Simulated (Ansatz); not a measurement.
Consider the redistribution: `C[Se][In]([F])[F]` + `C[O][Ge]([CH3])([NH2])[Cl]` → `C[O][Ge]([CH3])([Cl])[Se]C` + `[NH2][In]([F])[F]`.

Gas-phase electronic energies from Ansatz, PBE0-D4/def2-TZVP geometries. CCSD(T)/CBS is the MP2 limit (def2-TZVPP, def2-QZVPP) plus CCSD(T) − MP2 in def2-TZVPP, frozen cores. Elements past krypton have def2 core potentials. For Ge, In, Se outer-core shells are correlated without core-valence functions, which leaves a few kJ/mol of doubt a bond. Scalar relativity is left out up to krypton. One conformer a species, not always the lowest.

| species | CCSD(T)/CBS(def2) energy (Eh) |
| --- | --- |
| `C[Se][In]([F])[F]` | -2830.05920 |
| `C[O][Ge]([CH3])([NH2])[Cl]` | -2746.78228 |
| `C[O][Ge]([CH3])([Cl])[Se]C` | -5131.44950 |
| `[NH2][In]([F])[F]` | -445.37255 |

(1) Work out ΔE.

Largest T1 diagnostic among the species: 0.016.

Results:

(1) ΔE = (-5131.44950) + (-445.37255) − (-2830.05920) − (-2746.78228) = 0.01943 Eh = +0.53 eV.

From PBE to PBE0 (25 % exact exchange), in def2-TZVPP and without D4, ΔE moves by +0.05 eV. In def2-TZVPP, CCSD(T) changes the Hartree–Fock value by −0.22 eV (the triples alone add −0.04 eV) and MP2 by −0.26 eV.
